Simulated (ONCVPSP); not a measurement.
**Kr: one change to an ONCV potential, before and after**

| Property | Result |
| --- | --- |
| Element | Kr (Z = 36) |
| Generator | ONCVPSP 4.0.1 |
| Type | optimised norm-conserving Vanderbilt (ONCV) |
| Functional | BLYP |
| Relativity | scalar-relativistic |
| Frozen core | [Ar] |
| Valence charge | 18 |
| Reference configuration | 3d10 4s2 4p5.5 (charge +0.5) |
| Partial waves | 4s: rc 1.20 bohr, ncon 4, nbas 7, qcut 4.8 1/bohr, 2 projectors, debl 3.4 Ha; 4p: rc 1.50 bohr, ncon 5, nbas 9, qcut 6.2 1/bohr, 1 projector; 3d: rc 0.50 bohr, ncon 4, nbas 8, qcut 21.8 1/bohr, 2 projectors, debl 3.3 Ha |
| Local potential | polynomial inside 0.40 bohr (lpopt 3, dvloc0 0 Ha) |
| Core correction | none |

All-electron outer shells of the reference configuration (BLYP, scalar-relativistic, ld1.x):

```tsv
shell	level (eV)	outermost node (bohr)	outermost maximum (bohr)
3s	-269.34	0.22	0.47
3p	-200.68	0.20	0.46
3d	-87.01	–	0.41
4s	-28.22	0.64	1.34
4p	-14.08	0.67	1.54
```

Change: d: rc 0.44.

Cutoffs: the cutoffs (Ha) at which the residual kinetic energy of the hardest occupied pseudo-wave falls to 1 and 0.1 mHa per electron; they do not see the model core or the augmentation charge, which bear on the density cutoff. Errors are all-electron minus pseudo energies relative to the spin-unpolarised reference configuration.

What does the change do?

The potential gets harder (818 Ha and 984 Ha → 1157 Ha and 1339 Ha); both files keep a bound ghost (p, s); the errors of the 4 common tests hardly move. A smaller radius makes the pseudo-wave follow the all-electron one further in, where it bends more sharply, so more plane waves are needed.

```csv
quantity,base,changed
"cutoff, loose",818 Ha,1157 Ha
"cutoff, tight",984 Ha,1339 Ha
loose cutoff by channel,"s 24 Ha, p 15 Ha, d 818 Ha","s 24 Ha, p 15 Ha, d 1157 Ha"
bound ghosts,"s, p","s, p"
GHOST(+) flags under 300 eV,s at 222.5 eV,s at 222.5 eV
"error for 3d10 4s2 4p6, meV [ΔE -5.78 eV]",+1.9,+1.9
"error for 3d10 4s2 4p5, meV [ΔE 8.35 eV]",-0.7,-0.7
"error for 3d10 4s2 4p4, meV [ΔE 33.36 eV]",+5.3,+5.3
"error for 3d10 4s2 4p2, meV [ΔE 120.01 eV]",+78,+78
s: phases at 1.22 bohr within 0.05 rad from the reference energy up to (Ha; the scan ends near 5),to the end of the scan,to the end of the scan
p: phases at 1.52 bohr within 0.05 rad from the reference energy up to (Ha; the scan ends near 5),3.3,3.3
```

 A true bound ghost makes a file unfit for plane-wave use even where its test errors are small: the radial tests pick states by their node count and pass the ghost by.
